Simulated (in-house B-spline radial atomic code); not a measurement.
A fraction x of an electron is removed from 4d in Sb⁴⁺, starting from [Kr] 4d10 5s1 and keeping the highest spin. Method: non-relativistic B97-1, spin-polarised, spherical fractional occupations, point nucleus. Calculated with a radial B-spline atomic code at the basis-set limit.

Caution: exact exchange at fractional occupations of open shells leaves self-interaction of up to several eV.

```json
{"x": "0", "E(x) - E(0) (eV)": "0.0000", "4d down level (eV)": "-79.405"}
{"x": "0.1", "E(x) - E(0) (eV)": "8.0304", "4d down level (eV)": "-81.204"}
{"x": "0.16", "E(x) - E(0) (eV)": "12.9351", "4d down level (eV)": "-82.288"}
{"x": "0.25", "E(x) - E(0) (eV)": "20.4144", "4d down level (eV)": "-83.920"}
{"x": "0.43", "E(x) - E(0) (eV)": "35.8153", "4d down level (eV)": "-87.206"}
{"x": "0.5", "E(x) - E(0) (eV)": "41.9647", "4d down level (eV)": "-88.493"}
{"x": "0.61", "E(x) - E(0) (eV)": "51.8105", "4d down level (eV)": "-90.523"}
{"x": "0.71", "E(x) - E(0) (eV)": "?", "4d down level (eV)": "?"}
{"x": "0.85", "E(x) - E(0) (eV)": "?", "4d down level (eV)": "?"}
{"x": "0.99", "E(x) - E(0) (eV)": "87.5530", "4d down level (eV)": "-97.617"}
{"x": "1", "E(x) - E(0) (eV)": "88.5302", "4d down level (eV)": "-97.806"}
```

(1) What belongs in the row x = 0.71?

(2) What belongs in the row x = 0.85?

(3) Check Janak's theorem between x = 0.1 and 0.16.

## Answers

(1) An energy change of 60.9554 eV; 4d down at -92.377 eV.

(2) An energy change of 74.0708 eV; 4d down at -94.989 eV.

(3) The slope of the energy is 81.75 eV; the orbital levels give 81.75 eV (-ε of the emptying orbital, averaged over the two points).
